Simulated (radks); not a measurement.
Spin polarisation of the 4f6 shell in the samarium ion Sm2+. Start: [Xe] 4f(up 3, down 3); electrons of 4f are moved from spin down to spin up, other shells keep equal spins. Method: non-relativistic Kohn-Sham, TPSS, spin-polarised, spherical densities, point nucleus; meta-GGA in the generalised Kohn-Sham scheme; computed with a radial shooting solver on a logarithmic mesh with Libxc functionals.

moment (Bohr magnetons),E - E(0) (eV),e(4f up) (eV),e(4f down) (eV),5p down minus up (eV),5s down minus up (eV)
0,0.000,-18.341,-18.341,0.000,0.000
1,-0.193,-18.707,-17.937,0.306,0.388
2,-0.771,-19.034,-17.493,0.613,0.776
3,-1.734,-19.320,-17.009,0.923,1.166
4,-3.081,-19.564,-16.484,1.235,1.559
5,-4.813,-19.762,-15.915,1.551,1.955
6,-6.928,-19.911,-15.299,1.872,2.354

At moment 6 the spin-polarisation energy is -6.928 eV and the 4f exchange splitting 4.612 eV, that is 0.769 eV per Bohr magneton; E = -I m^2/4 would give I = 0.770 eV.
